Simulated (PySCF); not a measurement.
C3H8N, SMILES CC[N]C, multiplicity 2. Atoms are numbered in the order given.

```xyz
12

C      0.1571     1.8834     0.0000
C     -0.4604     0.4895     0.0000
N      0.5441    -0.5430     0.0000
C     -0.0209    -1.8636     0.0000
H     -0.6223     2.6614     0.0000
H      0.7904     2.0219    -0.8895
H      0.7904     2.0219     0.8895
H     -1.1280     0.3608    -0.8811
H     -1.1280     0.3608     0.8811
H      0.7719    -2.6263     0.0000
H     -0.6687    -2.0279     0.8871
H     -0.6687    -2.0279    -0.8871
```
Charge 0, spin multiplicity 2.

Geometry: TPSSh-D3(BJ)/def2-SVP. The isomer is the one that the SMILES or the coordinates give; other isomers of the formula were not compared. Other conformers were not sampled.

Calculation: TPSSh-D3(BJ)/def2-SVP run with PySCF.

Harmonic, unscaled wavenumbers; measured fundamentals usually lie a few per cent lower.

Computed vibrational spectrum:
```json
[
 {"mode": "1", "ν (cm⁻¹)": "44", "IR (km/mol)": "1.1", "moving atoms (share of kinetic energy)": "H 72 %, C 21 %"},
 {"mode": "2", "ν (cm⁻¹)": "94", "IR (km/mol)": "1.5", "moving atoms (share of kinetic energy)": "H 49 %, N 35 %, C 16 %"},
 {"mode": "3", "ν (cm⁻¹)": "235", "IR (km/mol)": "0.9", "moving atoms (share of kinetic energy)": "H 87 %, C 8 %"},
 {"mode": "4", "ν (cm⁻¹)": "285", "IR (km/mol)": "3.5", "moving atoms (share of kinetic energy)": "C 43 %, H 37 %, N 21 %"},
 {"mode": "5", "ν (cm⁻¹)": "466", "IR (km/mol)": "0.8", "moving atoms (share of kinetic energy)": "C 55 %, H 30 %, N 15 %"},
 {"mode": "6", "ν (cm⁻¹)": "723", "IR (km/mol)": "0.4", "moving atoms (share of kinetic energy)": "H 84 %, C 14 %"},
 {"mode": "7", "ν (cm⁻¹)": "860", "IR (km/mol)": "2.1", "moving atoms (share of kinetic energy)": "C 39 %, H 38 %, N 23 %"},
 {"mode": "8", "ν (cm⁻¹)": "948", "IR (km/mol)": "3.2", "moving atoms (share of kinetic energy)": "H 80 %, C 16 %"},
 {"mode": "9", "ν (cm⁻¹)": "1031", "IR (km/mol)": "4.0", "moving atoms (share of kinetic energy)": "C 53 %, H 34 %, N 14 %"},
 {"mode": "10", "ν (cm⁻¹)": "1044", "IR (km/mol)": "2.6", "moving atoms (share of kinetic energy)": "H 76 %, C 24 %"},
 {"mode": "11", "ν (cm⁻¹)": "1059", "IR (km/mol)": "0.1", "moving atoms (share of kinetic energy)": "H 55 %, C 34 %, N 10 %"},
 {"mode": "12", "ν (cm⁻¹)": "1138", "IR (km/mol)": "3.6", "moving atoms (share of kinetic energy)": "C 42 %, H 36 %, N 23 %"},
 {"mode": "13", "ν (cm⁻¹)": "1218", "IR (km/mol)": "6.3", "moving atoms (share of kinetic energy)": "N 36 %, H 36 %, C 28 %"},
 {"mode": "14", "ν (cm⁻¹)": "1267", "IR (km/mol)": "0.8", "moving atoms (share of kinetic energy)": "H 84 %, C 16 %"},
 {"mode": "15", "ν (cm⁻¹)": "1364", "IR (km/mol)": "17.8", "moving atoms (share of kinetic energy)": "H 72 %, C 27 %"},
 {"mode": "16", "ν (cm⁻¹)": "1394", "IR (km/mol)": "4.7", "moving atoms (share of kinetic energy)": "H 87 %, C 13 %"},
 {"mode": "17", "ν (cm⁻¹)": "1412", "IR (km/mol)": "12.0", "moving atoms (share of kinetic energy)": "H 78 %, C 21 %"},
 {"mode": "18", "ν (cm⁻¹)": "1430", "IR (km/mol)": "7.3", "moving atoms (share of kinetic energy)": "H 86 %, C 13 %"},
 {"mode": "19", "ν (cm⁻¹)": "1469", "IR (km/mol)": "0.4", "moving atoms (share of kinetic energy)": "H 92 %"},
 {"mode": "20", "ν (cm⁻¹)": "1474", "IR (km/mol)": "8.5", "moving atoms (share of kinetic energy)": "H 96 %"},
 {"mode": "21", "ν (cm⁻¹)": "1481", "IR (km/mol)": "4.9", "moving atoms (share of kinetic energy)": "H 97 %"},
 {"mode": "22", "ν (cm⁻¹)": "1495", "IR (km/mol)": "3.9", "moving atoms (share of kinetic energy)": "H 96 %"},
 {"mode": "23", "ν (cm⁻¹)": "2923", "IR (km/mol)": "24.8", "moving atoms (share of kinetic energy)": "H 95 %"},
 {"mode": "24", "ν (cm⁻¹)": "2943", "IR (km/mol)": "39.2", "moving atoms (share of kinetic energy)": "H 97 %"},
 {"mode": "25", "ν (cm⁻¹)": "2954", "IR (km/mol)": "33.7", "moving atoms (share of kinetic energy)": "H 91 %, C 9 %"},
 {"mode": "26", "ν (cm⁻¹)": "2996", "IR (km/mol)": "39.6", "moving atoms (share of kinetic energy)": "H 91 %, C 9 %"},
 {"mode": "27", "ν (cm⁻¹)": "3039", "IR (km/mol)": "23.8", "moving atoms (share of kinetic energy)": "H 97 %"},
 {"mode": "28", "ν (cm⁻¹)": "3109", "IR (km/mol)": "34.8", "moving atoms (share of kinetic energy)": "H 91 %, C 9 %"},
 {"mode": "29", "ν (cm⁻¹)": "3127", "IR (km/mol)": "24.8", "moving atoms (share of kinetic energy)": "H 91 %, C 9 %"},
 {"mode": "30", "ν (cm⁻¹)": "3131", "IR (km/mol)": "23.5", "moving atoms (share of kinetic energy)": "H 90 %, C 10 %"}
]
```
